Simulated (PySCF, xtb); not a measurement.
BH₂, SMILES [BH2] (connectivity only; charge and spin as stated), charge +1, multiplicity 1.

xtb 6.7.1 with GFN2-xTB at its own geometry gives an orbital gap of 3.07 eV.

Geometry: PBE0-D3(BJ)/def2-TZVPD. The spin state was assumed, not searched. The isomer is the one that the SMILES or the coordinates give; other isomers of the formula were not compared.

Q: What does r2SCAN/def2-TZVPD (PySCF) give? (The exact figures need the calculation; the answer reports its results.)

A: gap 7.79 eV (levels -19.33 and -11.54 eV).
